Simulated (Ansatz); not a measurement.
Ansatz (an electronic-structure program) input (PBE0/def2-QZVPP):
A basis named .json is the Basis Set Exchange file of that set.

Ansatz 0.2 input:
```yaml
crystal:
  periodic: [false, false, false]
  atoms:
    - {symbol: C, position_ang: [-1.97147361, 0.00614513, -0.66257266]}
    - {symbol: C, position_ang: [-0.75363017, -0.06505624, -1.11008578]}
    - {symbol: C, position_ang: [0.64181413, -0.07852444, -0.75701341]}
    - {symbol: Cl, position_ang: [0.89330899, 0.05834195, 1.07721629]}
    - {symbol: H, position_ang: [-2.83343467, -0.02014323, -1.32057027]}
    - {symbol: H, position_ang: [-2.16926953, 0.09606979, 0.40616999]}
    - {symbol: H, position_ang: [1.18428197, 0.76444278, -1.17982533]}
    - {symbol: H, position_ang: [1.13190735, -1.00756920, -1.04042031]}
basis:
  gaussian:
    orbitals: def2-QZVPP.json
hamiltonian:
  xc: {name: PBE0}
magnetization: {spin_polarized: true, initial_magnetization: 1}
```

End of the output:

```
integrals: 0.31 GiB planned
1131 factors; their error is unknown
mean field: 3.40 GiB planned
mean field evaluation 1: about -15682.9857 eV, gradient 3.8e1 eV
mean field evaluation 2: about -15679.8512 eV, gradient 4.4e1 eV
mean field evaluation 4: about -15690.1284 eV, gradient 4.3e0 eV
mean field evaluation 8: about -15690.2232 eV, gradient 1.5e-1 eV
mean field evaluation 16: about -15690.2381 eV, gradient 3.5e-3 eV
mean field -15690.23807839 eV, -576.6056141554 hartree, gradient 7.5e-5 eV, S^2 0.763265; 0 other end points of the search recorded, 0 dependent functions left out
reference -15690.23811206 eV, -576.6056153928 hartree; 20, 19 occupied and 341, 342 virtual orbitals, 1131 factors
Total energy: -15690.23811206 eV, -576.6056153928 hartree
```

It need not be the lowest isomer of its formula.
